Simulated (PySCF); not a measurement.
# How methods differ on the excitation energy of Ti⁺

Ti⁺ [Ar] 3d2 4s1 (4F) → Ti⁺ [Ar] 3d3 (4F), as a difference of total energies. All numbers are calculated (PySCF 2.14, scalar relativity by spin-free X2C-1e, in x2c-TZVPPall). Correlated levels: valence: [Ar] frozen. The calculations carry no spin-orbit coupling.

```
           method  excitation energy (eV)
              UHF                   0.658
    MP2 (valence)                   0.409
SCS-MP2 (valence)                   0.575
   CCSD (valence)                   0.355
CCSD(T) (valence)                   0.350
```

Question: How much does correlation contribute at CCSD(T) (valence)?

Answer: 0.350 − (0.658) = -0.308 eV, measured against UHF.

Errors of the correlated levels include the incompleteness of this basis and the frozen core.

For comparison: 0.107 eV (measured; NIST levels, between the centres of gravity of the two terms).
